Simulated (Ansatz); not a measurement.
C3H6Sn, SMILES `C#[C][SnH2][CH3]` at its PBE0-D4/def2-TZVP geometry, where that method's forces vanish. The species carries charge 0 and has multiplicity 1. Sn takes the def2 core potential.

```
atom    x (Å)    y (Å)    z (Å)
  C1  -0.3208  -2.7413   0.5458
  C2  -0.4900  -1.5492   0.4600
 Sn3  -0.7472   0.5166   0.2936
  C4   0.9827   1.3106  -0.6680
  H5  -0.1751  -3.7945   0.6235
  H6  -2.1608   0.7854  -0.6227
  H7  -0.9372   1.1387   1.8706
  H8   1.8666   1.0840  -0.0723
  H9   0.8906   2.3913  -0.7768
 H10   1.0913   0.8585  -1.6535
```

(1) For each bond, give half the difference of the two atoms' forces along it (eV/Å; positive pushes the atoms apart) under PBE-D4, r2SCAN-D4, B3LYP-D4, ωB97M-V in def2-TZVPP. (Estimate.)

Answers

(1) Computed: 
```json
{"bond": "C1–C2", "length (Å)": "1.207", "PBE-D4": "0.90", "r2SCAN-D4": "0.35", "B3LYP-D4": "-0.07", "ωB97M-V": "-0.26"}
{"bond": "C1–H5", "length (Å)": "1.066", "PBE-D4": "-0.34", "r2SCAN-D4": "-0.22", "B3LYP-D4": "-0.10", "ωB97M-V": "0.05"}
{"bond": "C2–Sn3", "length (Å)": "2.088", "PBE-D4": "-0.45", "r2SCAN-D4": "-0.14", "B3LYP-D4": "0.16", "ωB97M-V": "0.24"}
{"bond": "Sn3–C4", "length (Å)": "2.133", "PBE-D4": "0.07", "r2SCAN-D4": "0.08", "B3LYP-D4": "0.21", "ωB97M-V": "0.00"}
{"bond": "Sn3–H6", "length (Å)": "1.706", "PBE-D4": "0.07", "r2SCAN-D4": "-0.02", "B3LYP-D4": "-0.02", "ωB97M-V": "-0.09"}
{"bond": "Sn3–H7", "length (Å)": "1.706", "PBE-D4": "0.07", "r2SCAN-D4": "-0.02", "B3LYP-D4": "-0.02", "ωB97M-V": "-0.09"}
{"bond": "C4–H8", "length (Å)": "1.090", "PBE-D4": "0.09", "r2SCAN-D4": "-0.03", "B3LYP-D4": "-0.08", "ωB97M-V": "-0.04"}
{"bond": "C4–H9", "length (Å)": "1.090", "PBE-D4": "0.09", "r2SCAN-D4": "-0.03", "B3LYP-D4": "-0.08", "ωB97M-V": "-0.04"}
{"bond": "C4–H10", "length (Å)": "1.090", "PBE-D4": "0.09", "r2SCAN-D4": "-0.03", "B3LYP-D4": "-0.08", "ωB97M-V": "-0.04"}
```

B3LYP here is the variant with VWN-RPA as its local correlation; programs differ in this.
